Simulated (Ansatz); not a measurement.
Reactions of CH$_{10}$Si$_{3}$ (`C[SiH2][SiH2][SiH3]`).

Program: Ansatz. Geometries: PBE0-D4/def2-TZVP. ΔE: electronic, gas phase. CCSD(T)/CBS adds triple-zeta CCSD(T) − MP2 to the extrapolated MP2 energy (def2 sets, frozen cores). This one scheme is used for every species, atoms too. For atomizations the MP2-based limit and the directly extrapolated one differ by several kJ/mol either way, and by 10 to 25 for some Ge, Se and Sn compounds, so smaller differences from it don't rank the levels. Open shells (•) are unrestricted, without spin–orbit coupling. Spin–orbit coupling would lower the free atoms: a little for C, Si. For Ge outer-core shells are correlated without core-valence functions, so the limit isn't a true one: a few kJ/mol of doubt a bond, and 10 to 20 or more in all where bonds break to atoms. Scalar relativity is left out up to krypton. One conformer a species, not always the lowest.

**Question.** Order these by ΔE at CCSD(T)/CBS, lowest first. (Estimate.)
A. `C[SiH2][SiH2][SiH3]` + H₂ → `[SiH3][SiH2][SiH3]` + CH₄
B. `C[SiH2][SiH2][SiH3]` → `[SiH3]`• + `C[SiH2][SiH2]`•
C. `C[SiH2][SiH2][SiH3]` → `[CH3]`• + `[SiH2][SiH2][SiH3]`•
D. `C[SiH2][SiH2][SiH3]` → C• + 10 H• + 3 Si•
E. `C[SiH2][SiH2][SiH3]` + `BS` → `BS[SiH2][SiH2][SiH3]` + CH₄
F. `C[SiH2][SiH2][SiH3]` + `C[NH][AlH][OH]` → `C[N](C)[AlH][OH]` + `[SiH3][SiH2][SiH3]`
G. `C[SiH2][SiH2][SiH3]` + `[SiH3]O[SiH2][GeH3]` → `[SiH3][SiH2][SiH2][SiH2][GeH3]` + `CO[SiH3]`
H. `C[SiH2][SiH2][SiH3]` + `[OH][GeH3]` → `[SiH3][SiH2][O][GeH3]` + `C[SiH3]`

**Answer.** H (-21.1 kcal/mol), E (-15.1 kcal/mol), A (-6.8 kcal/mol), F (+16.4 kcal/mol), G (+41.6 kcal/mol), B (+78.3 kcal/mol), C (+90.1 kcal/mol), D (+1053.2 kcal/mol).

Largest T1 diagnostic: 0.015, for `[SiH2][SiH2][SiH3]`•.
